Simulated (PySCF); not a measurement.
Compound: spiro(3.4)octane, C8H14.
SMILES: `C1CCC2(C1)CCC2`

The calculation used TDDFT B3LYP/def2-SVPD, vertical, gas phase, core orbitals frozen in the response in PySCF 2.14.0, density-fitted response routines. Isolated species at its PBE0-D3(BJ)/def2-SVP geometry (one conformer only).

Q: List the vertical singlet excitations with oscillator strengths and describe the spectrum.

A: 

```
state  E (eV)  ν̃ (cm⁻¹)       f  main configurations (H = HOMO, L = LUMO)
   S1    7.45      60090   0.018                                 H→L (98%)
   S2    7.63      61570   0.036                               H-1→L (98%)
   S3    7.74      62460   0.017                               H-2→L (97%)
   S4    7.94      64040   0.013                   H→L+1 (87%), H-3→L (9%)
   S5    8.02      64660  0.0019                  H-3→L (78%), H→L+1 (10%)
   S6    8.10      65320   0.014                             H-1→L+1 (94%)
   S7    8.15      65720   0.016                               H→L+2 (92%)
   S8    8.23      66350  0.0053                H-2→L+1 (69%), H→L+3 (18%)
   S9    8.24      66450  0.0040                H→L+3 (73%), H-2→L+1 (20%)
  S10    8.31      67040   0.010                             H-1→L+2 (93%)
```

Triplets, Tamm–Dancoff:

```tsv
state	E (eV)	λ (nm)	main configurations (H = HOMO, L = LUMO)
T1	7.35	168.8	H→L (96%)
T2	7.53	164.7	H-1→L (94%)
T3	7.62	162.8	H-2→L (92%)
T4	7.78	159.3	H→L+1 (60%), H-3→L (24%)
```

The lowest singlet lies at 7.45 eV (166 nm, vacuum ultraviolet) and is weak; its leading configuration is HOMO→LUMO (98%). The strongest level in the table is S2 at 7.63 eV (162 nm, f = 0.036). Löwdin shares by element: HOMO carbon 65% or more (atoms not listed hold the other 35%); LUMO carbon 30% or more (atoms not listed hold the other 70%). The oscillator strengths of these states sum to 0.136; summed over the whole spectrum of an exact calculation they would give the number of electrons, 62 (Thomas–Reiche–Kuhn). Weighted by f, the mean energy of these states is 7.86 eV. The listed states span 0.86 eV. All these states lie below the vertical ionisation energy of 9.90 eV (ΔSCF). Only the lowest 10 singlets were computed, as vertical energies without vibronic structure.

The run took 7.4 min on Arm Neoverse V1, one thread, no GPU, on a shared host.
